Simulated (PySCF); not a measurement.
## An isoelectronic set: 11 electrons

PBE0 in PySCF with def2-TZVP on every atom, for the lowest determinant that a PBE0 search found; no spin–orbit coupling. All have 11 electrons, 7 of them in the valence shells, and the same state, a quartet (σ ↑, π ↑↑). For ions De leads to the atom and ion picked by measured ionisation energies and electron affinities.

| species | difference of nuclear charges | Re (Å) | ωe (cm⁻¹) | k (mdyn/Å) | De (eV) | dissociates to | Mayer bond order |
| --- | --- | --- | --- | --- | --- | --- | --- |
| BC | 1 | 1.479 | 1211 | 4.96 | 4.71 | B + C | 2.00 |
| BeN | 3 | 1.605 | 944 | 2.88 | 2.01 | Be + N | 1.25 |
| C₂⁺ | 0 | 1.402 | 1359 | 6.52 | 6.01 | C⁺ + C | 2.06 |
| BN⁺ | 2 | 1.435 | 1168 | 4.95 | 2.22 | B⁺ + N | 1.57 |

(1) Which member of the whole set has the stiffest bond, and how does it compare with the softest?

For an ion De counts to the pair picked by the measured ionisation energies or electron affinities, which need not be the lowest pair at this level. States were picked by a PBE0 search and need not be the measured ground states.

Results:

(1) C₂⁺ with k = 6.52 mdyn/Å, 2.3 times that of BeN.
